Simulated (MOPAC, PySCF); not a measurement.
Noncovalent pair: H2S (SMILES S) (first 3 atoms) with H4OSi (SMILES O[SiH3]); geometry from B3LYP-D3(BJ)/def2-TZVP, rigid monomers moved along the line of their centres of mass till H2···O4 is 2.01 Å.
(charge 0, multiplicity 1):
```
atom    x (Å)    y (Å)    z (Å)
----  -------  -------  -------
S      0.4593  -0.1280  -0.0294
H      0.2706   0.5953   1.0895
H     -0.8584  -0.2164  -0.2696
O     -0.0337   0.9812   3.0359
Si    -0.3161  -0.5012   3.7296
H      0.5246   1.6052   3.5064
H      0.9198  -1.3156   3.7908
H     -1.3199  -1.1565   2.8720
H     -0.8417  -0.3405   5.1075
```

Interaction energies are E(AB) − E(A) − E(B) at the monomers' geometry in the complex; basis-set methods are counterpoise corrected. Rows marked so take none.

Rows in 6-31G* carry no dispersion term and start afresh at each structure (6-31G* with six Cartesian d functions). The state that PM6, PM7 reach isn't checked; PM7 holds dispersion and hydrogen-bond terms.

Programs: MOPAC for PM6, PM7 (differences of heats of formation); PySCF for 6-31G* rows. Each number belongs to the level named beside it.

**Question.** One of these levels gives -2.15 kcal/mol for the interaction energy. Which one is it?
(A) PM7
(B) HF/6-31G* (no counterpoise)
(C) PM6
(D) HF/6-31G*

**Answer.** C, PM6. The others give -0.91 (PM7), 0.92 (HF/6-31G*), 0.14 (HF/6-31G* (no counterpoise))
